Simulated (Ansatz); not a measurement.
Relaxation of CH4GeS (7 atoms, charge 0, multiplicity 1), to a largest force component of 0.02 eV/Å in at most 40 steps.

Computed with RKS BLYP-D4/def2-SVP in Ansatz.

```xyz
7
Properties=species:S:1:pos:R:3:forces:R:3
C -0.719 -0.281 -0.511 -3.28 1.93 -2.68
S -0.488 -1.479 0.718 0.69 -1.87 2.03
Ge 0.743 0.410 0.379 2.30 0.48 1.20
H -0.487 -0.583 -1.557 -0.50 0.14 0.04
H -1.679 0.359 -0.358 1.12 -0.84 -0.76
H 0.519 1.456 1.519 0.27 -0.21 -0.30
H 2.171 0.050 -0.236 -0.61 0.37 0.48
```

Task: Where does it end, and by what steps?

Result: The run converged. After 5 steps the energy has fallen by 0.497 eV; H4 moved furthest, 0.14 Å.

```
step  energy less start (eV)  largest force component (eV/Å)  accepted
   0                  0.0000                           3.283       yes
   1                 -0.3771                           1.675       yes
   2                 -0.4784                           0.527       yes
   3                 -0.4910                           0.166       yes
   4                 -0.4962                           0.049       yes
   5                 -0.4966                           0.008       yes
```

```xyz
7
Properties=species:S:1:pos:R:3
C -0.777 -0.228 -0.579
S -0.442 -1.515 0.772
Ge 0.785 0.339 0.453
H -0.619 -0.599 -1.606
H -1.722 0.326 -0.450
H 0.636 1.463 1.501
H 2.199 0.146 -0.136
```

Whether the end is a true minimum wasn't checked by a vibrational analysis.

The run took 10 s on 2 threads of Arm Neoverse N1, with other jobs on the host, peak memory 0.11 GiB.
